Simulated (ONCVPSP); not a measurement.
**Pseudopotential generation for Ho: ONCV, PBE, scalar-relativistic.**

* Element: holmium (Ho)
* Generator: ONCVPSP 4.0.1
* Type: optimised norm-conserving Vanderbilt (ONCV)
* Functional: PBE
* Relativity: scalar-relativistic
* Frozen core: [Xe]
* Valence charge: 13
* Reference configuration: 4f11 6s1.75 6p0.25
* Partial waves: 6s: rc 3.60 bohr, ncon 5, nbas 9, qcut 2 1/bohr, 3 projectors, debl 0.3 Ha; 6p: rc 3.80 bohr, ncon 5, nbas 8, qcut 2.1 1/bohr, 3 projectors, debl 2.2 Ha; d scattering state at 0.43 Ha: rc 4.00 bohr, ncon 4, nbas 8, qcut 2.8 1/bohr, 2 projectors, debl 1.6 Ha; 4f: rc 1.05 bohr, ncon 4, nbas 7, qcut 14.3 1/bohr, 2 projectors, debl 3.2 Ha
* Local potential: polynomial inside 0.70 bohr (lpopt 3, dvloc0 0 Ha)
* Core correction: Teter function, fcfact 4.75, rcfact 1.4

In the d channel the program set the typed energies aside and used -0.048, 1.552 Ha.

Poles of the logarithmic derivatives, all-electron (AE) and pseudo (PS). Narrow ghost or core levels that the grid stepped over were put in at their known energies. s: poles at -1.9, 0.4, 2.7 (AE) and 0.4, 2.3, 3.9 (PS) Ha. p: poles at -1.0, 0.7, 2.8 (AE) and 0.6, 2.8, 3.6 (PS) Ha. d: poles at 0.1, 1.2, 3.2 (AE) and 0.1, 1.3, 4.4 (PS) Ha. f: poles at 1.2 (AE) and 1.2 (PS) Ha. Test radii: s 3.65, p 3.85, d 4.07, f 1.06 bohr.

- Cutoffs needed: 102 Ha and 191 Ha (the cutoffs (Ha) at which the residual kinetic energy of the hardest occupied pseudo-wave falls to 1 and 0.1 mHa per electron)
- Ghost test: ghosts flagged at negative energy: s at -240.7 eV, s at -47.8 eV, p at -237.6 eV; GHOST(+) flagged for p at 97.0 eV, d at 210.6 eV, s at 254.3 eV; a true bound ghost makes a file unfit for plane-wave use
- Configuration tests: tests left out (the all-electron energies of this program are off by 10 to 40 meV for near-neutral 4f atoms)
- rms error of d²Exc/dni dnj: 8.54 mHa without and 8.18 mHa with the model core
